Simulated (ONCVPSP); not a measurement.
Plane-wave convergence, ONCV potential for La (Z = 57)

- Element: lanthanum (La)
- Generator: ONCVPSP 4.0.1
- Type: optimised norm-conserving Vanderbilt (ONCV)
- Functional: LDA (Perdew-Wang 92)
- Relativity: scalar-relativistic
- Frozen core: [Kr] 4d10
- Valence charge: 11
- Reference configuration: 5s2 5p6 5d2 6s1
- Partial waves: 5s+6s: rc 2.80 bohr, ncon 3, nbas 6, qcut 4.8 1/bohr, 2 projectors; 5p: rc 2.90 bohr, ncon 4, nbas 9, qcut 4 1/bohr, 3 projectors, debl 1.3 Ha; 5d: rc 2.60 bohr, ncon 4, nbas 7, qcut 4 1/bohr, 2 projectors, debl 1.1 Ha; f scattering state at 0.26 Ha: rc 2.25 bohr, ncon 3, nbas 7, qcut 5.2 1/bohr, 2 projectors, debl 1.5 Ha
- Local potential: polynomial inside 1.75 bohr (lpopt 2, dvloc0 3 Ha)
- Core correction: none

In the f channel the program set the typed energies aside and used -0.111, 1.389 Ha.

Task: For each optimised wave give the share of its norm inside rc, the residual kinetic energy above qcut (Ha) and the cutoffs (Ha) for errors of 10, 1, 0.1 and 0.01 mHa per electron.

Result:

| wave | norm inside rc | residual KE | 10 mHa | 1 mHa | 0.1 mHa | 0.01 mHa |
| --- | --- | --- | --- | --- | --- | --- |
| 5s | 0.979 | 4.5e-07 | 3.9 | 6.8 | 8.5 | 9.9 |
| 6s | 0.104 | 2.5e-07 | 1.8 | 6.1 | 8.2 | 9.6 |
| 5p | 0.940 | 4.9e-07 | 3.8 | 5.1 | 6.2 | 7.0 |
| p projector 2 | 0.143 | 9.8e-06 | 3.5 | 4.7 | 5.7 | 8.0 |
| p projector 3 | 0.183 | 1.1e-04 | 4.2 | 5.2 | 8.3 | 21.8 |
| 5d | 0.406 | 1.9e-05 | 4.0 | 5.7 | 7.0 | 9.2 |
| d projector 2 | 0.129 | 7.6e-05 | 4.8 | 6.5 | 7.8 | 10.9 |
| f projector 1 | 0.921 | 1.9e-02 | 18.5 | 52.5 | not reached | not reached |
| f projector 2 | 0.209 | 9.5e-02 | 36.6 | 60.3 | not reached | not reached |

The occupied waves need 6.8 Ha and 8.5 Ha for 1 and 0.1 mHa. The cutoffs count occupied waves only; projector 2 of the f channel, the hardest unoccupied one, needs 60 Ha at the loose tolerance.
